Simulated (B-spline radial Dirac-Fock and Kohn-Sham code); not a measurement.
# Relativistic shifts of the levels of La²⁵⁺

System: the La²⁵⁺ ion in the configuration [Ar] 3d10 4s2 4p2.

Both columns are ΔSCF binding energies of the configuration average from a radial B-spline solver: non-relativistic Hartree-Fock with a point nucleus, and Dirac-Fock with a finite nucleus and the Coulomb interaction alone, averaged over the two j levels with weights 2j+1.

| shell | Hartree-Fock (eV) | Dirac-Fock (eV) | shift (eV) | shift (%) |
| --- | --- | --- | --- | --- |
| 1s | 38084.3 | 39900.4 | +1816.05 | +4.77 |
| 2s | 6638.5 | 7099.3 | +460.72 | +6.94 |
| 2p | 6302.0 | 6445.6 | +143.67 | +2.28 |
| 3s | 2025.4 | 2133.8 | +108.40 | +5.35 |
| 3p | 1879.6 | 1918.0 | +38.39 | +2.04 |
| 3d | 1616.0 | 1608.4 | -7.61 | -0.47 |
| 4s | 892.5 | 925.1 | +32.67 | +3.66 |
| 4p | 839.5 | 851.8 | +12.38 | +1.47 |

Relativity binds 1s, 2s, 2p, 3s, 3p, 4s, 4p more strongly, among those listed most of all 2s in relative terms, and 3d more weakly, because the contracted s and p shells screen the nucleus better.

Values without a named source are computed, but for edge energies of neutral atoms, which are taken from tables.
